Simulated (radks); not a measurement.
Results of a calculation; reference values are marked as such.
Charge is removed step by step from the 1s down level of the lithium ion Li+, starting from 1s(up 1, down 1). Code: a radial shooting solver on a logarithmic mesh with Libxc functionals. Model: non-relativistic Kohn-Sham, r2SCAN, spin-polarised, spherical densities, point nucleus; meta-GGA in the generalised Kohn-Sham scheme.

removed (e),E - E(0) (eV),eigenvalue (eV)
0,0.000,-61.919
0.25,16.427,-69.468
0.5,34.704,-76.643
0.75,54.654,-82.630

The mean slope of the eigenvalue, de/dn, is 27.6 eV per electron.
